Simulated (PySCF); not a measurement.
Si(Me)2(OH)(SMe), SMILES CS[Si](C)(C)O, GFN2-xTB optimised geometry.

```
16

C     -0.17     1.21     1.28
S     -1.32     0.61     0.00
Si    -0.82    -1.49     0.00
C     -1.48    -2.35     1.57
C     -1.55    -2.26    -1.57
O      0.82    -1.49     0.00
H     -0.48     0.84     2.25
H     -0.21     2.29     1.26
H      0.83     0.87     1.04
H     -2.55    -2.21     1.68
H     -1.29    -3.42     1.54
H     -1.00    -1.96     2.46
H     -2.62    -2.09    -1.63
H     -1.38    -3.33    -1.59
H     -1.10    -1.84    -2.46
H      1.32    -2.29    -0.12
```

Density from PBE0/def2-TZVP in PySCF at that geometry.

Minimum of the electron density along straight lines between bonded atoms, close to the bond critical point (lines longer than 1.1 times the sum of covalent radii, or with two minima, are not listed):

| bond | length / Å | ρ at the minimum / e bohr⁻³ | ∇²ρ there / e bohr⁻⁵ | position (fraction from the first atom) |
|---|---|---|---|---|
| C1–S2 | 1.820 | (withheld) | (withheld) | 0.47 |
| S2–Si3 | 2.157 | 0.100 | (withheld) | 0.64 |
| Si3–C4 | 1.906 | 0.118 | 0.13 | 0.39 |
| Si3–C5 | 1.895 | 0.120 | 0.15 | 0.39 |
| Si3–O6 | 1.637 | 0.140 | 0.86 | 0.41 |
| C1–H7 | 1.085 | 0.283 | -0.99 | 0.64 |
| C1–H8 | 1.085 | 0.283 | -0.99 | 0.65 |
| C1–H9 | 1.084 | 0.285 | -1.00 | 0.65 |
| C4–H10 | 1.085 | 0.275 | -0.92 | 0.64 |
| C4–H11 | 1.086 | 0.273 | -0.91 | 0.64 |
| C4–H12 | 1.087 | 0.274 | -0.91 | 0.64 |
| C5–H13 | 1.084 | 0.275 | -0.93 | 0.64 |
| C5–H14 | 1.086 | 0.274 | -0.91 | 0.64 |
| C5–H15 | 1.085 | 0.275 | -0.93 | 0.64 |
| O6–H16 | 0.953 | 0.362 | -2.49 | 0.81 |

Problem. Fill in the missing entries.

Solution. 
- C1–S2, ρ at the minimum / e bohr⁻³: 0.176
- C1–S2, ∇²ρ there / e bohr⁻⁵: -0.28
- S2–Si3, ∇²ρ there / e bohr⁻⁵: 0.07
